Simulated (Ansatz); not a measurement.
**Four-centre ligand exchange**

Start structure (ZnH₃ClO, singlet), relaxed at PBE0-D4/def2-TZVP:

Zn1  (-0.677, -0.299, -0.349)
O2  (0.102, -1.031, 1.066)
Cl3  (-1.598, 0.559, -2.016)
H4  (1.346, 1.081, 0.236)
H5  (1.148, 1.507, -0.351)
H6  (-0.321, -1.817, 1.414)
(Å)

The step: ZnHClO ([OH][Zn][Cl]) + H₂ → ZnHCl ([Cl][ZnH]) + H₂O (still joined by a long Zn–O bond); bonds formed: Zn1–H5, O2–H4; bonds broken: H4–H5; bonds weakened to dative contacts: Zn1–O2. Ansatz 0.2.0; basis: def2-TZVPP and def2-QZVPP; cores frozen in the correlated methods. The 3s and 3p shells of Cu and Zn are frozen; filled d shells are correlated. Extrapolation: Hartree–Fock as exp(−7.88 √X), correlation as X^−2.97. Energies below are by CCSD(T) at an estimated basis limit (MP2 extrapolated from triple and quadruple zeta, plus CCSD(T) − MP2 in triple zeta).

Problem. What are the electronic barrier and the energy of the step, from the start structure to the end structure? (Judge from chemistry; the value comes from the calculation.)

Solution. Computed: Barrier 1.086 eV; step energy -0.317 eV (downhill); reverse barrier, their difference, 1.403 eV. Barrier and step energy count from the start structure, the reverse barrier from the end structure.

The saddle point: One imaginary mode of 1263i cm⁻¹.
```tsv
pair	start (Å)	saddle (Å)	end (Å)
Zn1–H5	2.57	1.83	1.54
O2–H4	2.59	1.30	0.96
Zn1–O2	1.77	1.94	2.21
H4–H5	0.75	0.99	3.49
```

Zero-point energy (harmonic, PBE0-D4): ZPE is 0.728 eV at the start and 0.734 eV at the saddle, so the barrier goes from 1.086 to 1.093 eV.

T1 diagnostic: at most 0.016.

Labels in which every atom is bracketed show which atoms are joined, not bond orders.

For scale, one of the runs: CCSD(T)/def2-TZVPP, 179 basis functions (an equivalent command: `ansatz run in.yaml --threads 4`). The run took 26 s on 4 CPU threads (shared host), with 1.6 GiB of host memory at its peak.
